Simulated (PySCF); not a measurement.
B(CCH)(Cl)(Me) (C₃H₄BCl), SMILES B(C#C)(C)Cl.

The structure is a stationary point at PBE0-D3(BJ)/def2-SVP. The structure was generated by enumeration, and PubChem lists no compound with its InChIKey, so it may never have been made.

These are PBE/def2-TZVP in PySCF values and carry that method's errors.

Isolated molecule, no solvent.

### Question
Estimate the frontier levels, gap, dipole moment and polarisability. (The exact figures need the calculation; the answer reports its results.)

### Answer

```json
{
  "highest_occupied_level": "-7.04 eV",
  "lowest_empty_level": "-2.82 eV",
  "orbital_gap": "4.22 eV",
  "dipole_moment": "1.49 D",
  "quadrupole, principal values (traceless, Buckingham form, about the centre of nuclear charge)": "-3.68, -2.89, 6.57 D·Å",
  "mean_static_polarisability": "62.3 bohr³ (9.22 Å³)",
  "polarisability_principal_values": "41.3, 59.7, 85.7 bohr³"
}
```
